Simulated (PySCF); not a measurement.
Method: B3LYP-D3(BJ)/def2-TZVP // PBE-D3(BJ)/def2-SVP (PySCF 2.14.0). Isolated molecules, 0 K electronic values unless said otherwise. B3LYP has the VWN-RPA correlation part, as in Gaussian. 

Reference species: [Cd(Br)2] (neutral, multiplicity 1).

```json
{
 "coordination_number": "2",
 "mean_distance_from_the_central_atom_to_its_bonded_neighbours": "2.420 Å"
}
```

Changed species: [Cd(Cl)2] (0 of 2 Cl replaced by Br; the reference has 2 of 2 Cl replaced by Br).

Q: What does the change do to the coordination number and mean distance from the central atom to its bonded neighbours?

A: the coordination number stays essentially unchanged; the mean distance from the central atom to its bonded neighbours falls by 0.132 Å, to 2.288 Å.
